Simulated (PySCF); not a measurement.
Gas-phase reaction: GeHCl3 + 4 GeH3 ⇌ 3 GeH3Cl + 2 GeH2. Level: PBE0/def2-QZVP†; standard pressure 1 bar.

Energies from PySCF, thermal terms from the rigid-rotor harmonic-oscillator model, ideal gas at 1 bar. † marks an energy on the PBE0/def2-TZVP geometry and frequencies. Open shells (unrestricted): GeH3 (multiplicity 2); the rest are closed-shell singlets. Ge: all electrons, no relativistic terms. GeH3, GeH2: computed as isolated molecules; such fragments, hydroxides, amides, oligomers or adducts are transient or little studied in the gas. The harmonic model lacks anharmonicity and excited electronic states, which grow with temperature; levels with a mode under 35 cm⁻¹ are left out.

```csv
T (K),1000/T (1/K),log10 K
1200,0.8333,6.47
1400,0.7143,5.37
1600,0.6250,4.55
1800,0.5556,3.91
2000,0.5000,3.40
2500,0.4000,?
```

Task: Fit log10 K = a + b·(1000/T) to the five rows, get the mean ΔH° and ΔS°, and predict log10 K at 2500 K.

Result: Means: 1000/T = 0.6456, log10 K = 4.740. Sums of products about the means: Sxy = 0.64172, Sxx = 0.069675, so b = Sxy/Sxx = 9.21 and a = 4.740 − (9.21)×0.6456 = -1.21.
ΔH° = −R ln 10 × 1000 K × b = −19.145 × (9.21) = -176 kJ; ΔS° = R ln 10 × a = -23 J/K. The run's own values go from -176 kJ and -23 J/K at 1200 K to -177 kJ and -23 J/K at 2500 K.
Prediction at 2500 K: -1.21 + (9.21)×0.4000 = 2.47. The computed value is 2.47, 0.00 from the line.
For scale, ΔH°(298 K) is -173 kJ at this level, -211 kJ at ωB97M-V/def2-TZVP†, and runs from -471 to -100 kJ over the 20 levels computed.
